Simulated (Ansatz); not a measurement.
Consider the redistribution: `C[N](C)[Mg][F]` + `[CH3][Zr]([F])([F])[F]` → `[CH3][Mg][F]` + `C[N](C)[Zr]([F])([F])[F]`.

Isolated molecules relaxed with PBE0-D4/def2-TZVP in Ansatz; ΔE leaves out vibrations. CCSD(T)/CBS is the MP2 limit (def2-TZVPP, def2-QZVPP) plus CCSD(T) − MP2 in def2-TZVPP, frozen cores. Elements past krypton have def2 core potentials. For Mg, Zr outer-core shells are correlated without core-valence functions, which leaves a few kJ/mol of doubt a bond. Each species was taken in one conformer, which may not be the lowest.

`C[N](C)[Mg][F]`:

Cartesian coordinates in Å:
```
C -0.994 -0.726 -0.492
N 0.106 0.134 -0.142
C 0.431 0.000 1.254
Mg 0.996 1.282 -1.346
F 1.824 2.350 -2.465
H -1.907 -0.493 0.082
H -0.769 -1.790 -0.304
H -1.255 -0.640 -1.553
H -0.417 0.267 1.908
H 1.268 0.647 1.539
H 0.719 -1.031 1.519
```

`[CH3][Zr]([F])([F])[F]`:

Z-matrix (Å, degrees):
```
C
Zr 1 2.203
H 1 1.096 2 111.1
H 1 1.096 2 111.1 3 -120.0
H 1 1.096 2 111.1 3 120.0
F 2 1.899 1 106.5 3 179.9
F 2 1.899 1 106.5 3 -60.1
F 2 1.899 1 106.5 3 59.9
```

`[CH3][Mg][F]`:

```xyz
6

C     0.646   -0.377   -0.230
Mg   -1.062    0.619    0.377
F    -2.515    1.466    0.894
H     0.976   -1.100    0.521
H     0.480   -0.925   -1.162
H     1.474    0.317   -0.401
```

`C[N](C)[Zr]([F])([F])[F]`:

```xyz
13

C     0.583    1.044    0.972
N    -0.046    0.029    0.159
C    -1.336   -0.389    0.660
Zr    0.742   -0.657   -1.552
F     0.082   -2.429   -1.827
F     2.642   -0.509   -1.417
F     0.128    0.465   -2.979
H    -0.031    1.953    1.026
H     1.559    1.325    0.564
H     0.746    0.688    1.998
H    -1.253   -0.806    1.673
H    -2.042    0.451    0.698
H    -1.773   -1.164    0.023
```

```json
{"species": "`C[N](C)[Mg][F]`", "CCSD(T)/CBS(def2) energy (Eh)": "-434.17400"}
{"species": "`[CH3][Zr]([F])([F])[F]`", "CCSD(T)/CBS(def2) energy (Eh)": "-386.47392"}
{"species": "`[CH3][Mg][F]`", "CCSD(T)/CBS(def2) energy (Eh)": "-339.61123"}
{"species": "`C[N](C)[Zr]([F])([F])[F]`", "CCSD(T)/CBS(def2) energy (Eh)": "-481.06048"}
```

Question: Work out ΔE.

Answer: ΔE = (-339.61123) + (-481.06048) − (-434.17400) − (-386.47392) = -0.02379 Eh = -62.5 kJ/mol.

Largest T1 diagnostic among the species: 0.017.

In def2-TZVPP, CCSD(T) changes the Hartree–Fock value by −12.2 kJ/mol (the triples alone add −3.4 kJ/mol) and MP2 by −14.8 kJ/mol. The D4 term adds −4.5 kJ/mol with B3LYP and −2.6 kJ/mol with PBE0; it sums over pairs of atoms, weighted by their polarisabilities, and B3LYP, whose exchange is more repulsive, gets the larger term.

B3LYP here is the variant with VWN-RPA as its local correlation; programs differ in this.
